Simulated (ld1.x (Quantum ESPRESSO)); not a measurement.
Pt (Z = 78): excitation energies, all-electron against TM

* Element: Pt (Z = 78)
* Generator: ld1.x (Quantum ESPRESSO) 7.5
* Type: norm-conserving Troullier–Martins (Kleinman–Bylander form)
* Functional: LDA (PZ)
* Relativity: scalar-relativistic
* Frozen core: [Xe] 4f14
* Valence charge: 10
* Reference configuration: 5d9 6s1 6p0
* Partial waves: 6p (bound, empty): rc 3.50 bohr; 5d (bound): rc 1.65 bohr; 6s (bound): rc 2.50 bohr
* Local potential: the s channel
* Core correction: Bessel-smoothed model core inside 1.65 bohr

Energies are relative to the spin-unpolarised reference configuration 5d9 6s1 6p0; without spin polarisation the order of configurations can differ from experiment. Spin-polarised rows fill each open shell by Hund’s rule, majority spin first.

**Question.** Give the all-electron excitation energy and the error of the potential for: 5d9 6s0 6p0; 5d8 6s0 6p0; 5d7 6s0 6p0; 5d8 6s2 6p0; 5d9 6s0 6p1; 5d9 6s0.5 6p0; 5d8 6s1 6p0; 5d9 6s1 6p0 (spin-polarised); 5d9 6s0 6p0 (spin-polarised).

**Answer.**

```csv
valence configuration,charge,ΔE all-electron (eV),error AE − PS (meV)
5d9 6s0 6p0,+1,9.545,-15
5d8 6s0 6p0,+2,29.804,-71
5d7 6s0 6p0,+3,62.315,-356
5d8 6s2 6p0,0,0.930,-61
5d9 6s0 6p1,0,5.185,-3.2
5d9 6s0.5 6p0,+0.5,3.860,-3.8
5d8 6s1 6p0,+1,11.417,-47
5d9 6s1 6p0 (spin-polarised),0,-0.379,+14
5d9 6s0 6p0 (spin-polarised),+1,9.416,-7.6
```

Levels in the configuration 5d9 6s1 6p0 (spin-polarised):

| level | all-electron (eV) | pseudo (eV) |
| --- | --- | --- |
| 5d up | -6.687 | -6.704 |
| 6s up | -6.299 | -6.303 |
| 5d down | -5.943 | -5.919 |
